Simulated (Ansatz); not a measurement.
Geometry optimisation, Ansatz, UKS PBE-D4/6-31G*.

Input:

```yaml
crystal:
  periodic: [false, false, false]
  atoms:
    - { symbol: B, position_ang: [0.0, 0.0, 0.0] }
    - { symbol: F, position_ang: [0.0, 0.0, 1.57] }
    - { symbol: F, position_ang: [1.1431, 0.0, -0.66] }
    - { symbol: F, position_ang: [-1.1431, 0.0, -0.66] }
    - { symbol: Si, position_ang: [0.0, 0.0, 3.46] }
    - { symbol: H, position_ang: [-0.7436, -1.1581, 3.9474] }
    - { symbol: H, position_ang: [1.3747, -0.0649, 3.9474] }
    - { symbol: H, position_ang: [-0.6311, 1.223, 3.9474] }
magnetization:
  spin_polarized: true
  initial_magnetization: 1
basis:
  gaussian: { orbitals: "6-31G*" }
hamiltonian:
  xc: pbe
  dispersion: d4
relax:
  f_tol: 0.15
  max_steps: 25
  restrain:
    - { distance: [1, 4], at: 1.59, k: 30.0 }
    - { distance: [0, 1], at: 2.52, k: 30.0 }
output:
  orbitals: {}
```

Run as:

```bash
$ ansatz run input.yaml --threads 2 --pin off --max-ram 3072MiB --backend cpu --events-out ev --progress --plain --runs-dir out
```

Where does it end, and by what steps?

The run converged. The restraints hold the end off the free minimum. After 9 steps the energy has fallen by 0.746 eV (the restraints' own energy left out); B1 moved furthest, 0.65 Å. Parted: B1–F2 (1.57 → 2.52 Å).

```
step  energy less start (eV)  largest force component (eV/Å)  accepted
   0                  0.0000                           3.359       yes
   1                  0.1006                           1.157       yes
   2                  0.0802                           2.610       yes
   3                  0.0499                           3.031       yes
   4                 -0.5405                           1.427       yes
   5                 -0.6889                           0.835       yes
   6                 -0.7344                           0.729       yes
   7                 -0.7227                           0.995        no
   8                 -0.7428                           0.707       yes
   9                 -0.7461                           0.725       yes
```

```xyz
8
Properties=species:S:1:pos:R:3
B -0.008 0.504 -0.417
F 0.068 -0.405 1.932
F 1.141 -0.070 -0.741
F -1.167 -0.084 -0.679
Si 0.006 -0.061 3.507
H -0.784 -1.129 4.198
H 1.399 -0.024 4.053
H -0.655 1.268 3.700
```

The run took 25 s on 2 threads of Arm Neoverse V1, with other jobs on the host, peak memory 0.17 GiB.
